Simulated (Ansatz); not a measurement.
Z-matrix (Å, degrees):
```
C
S 1 1.816
H 1 1.091 2 111.4
H 1 1.090 2 106.3 3 118.0
H 1 1.090 2 111.9 3 -123.7
Ge 2 2.211 1 98.0 3 57.4
Cl 6 2.156 2 105.4 1 -167.0
C 6 1.941 2 113.3 1 75.5
H 6 1.541 2 109.4 1 -51.4
H 8 1.090 6 109.2 2 57.7
H 8 1.091 6 109.9 2 -62.1
H 8 1.091 6 109.8 2 177.8
```

The species carries charge 0 and has multiplicity 1.

(1) List the PBE0/def2-TZVPP orbital energies in eV (the Gaussian-basis code of Ansatz). (An estimate is asked.)

## Answers

(1) Ansatz gave: Occupied: -10860.90, -2767.03, -2422.32, -1359.10, -1208.94, -1208.91, -1208.89, -279.21, -278.43, -258.87, -217.64, -197.16, -197.01, -197.01, -171.86, -161.49, -161.41, -161.27, -121.72, -121.64, -121.57, -34.56, -34.51, -34.45, -34.40, -34.38, -22.69, -21.89, -20.03, -18.01, -14.65, -12.50, -12.37, -12.05, -11.82, -10.87, -10.17, -10.11, -9.24, -8.63, -8.34, -6.95. Lowest empty: -0.05, 0.19, 0.99, 1.26, 1.32, 2.41, 2.72, 2.87.
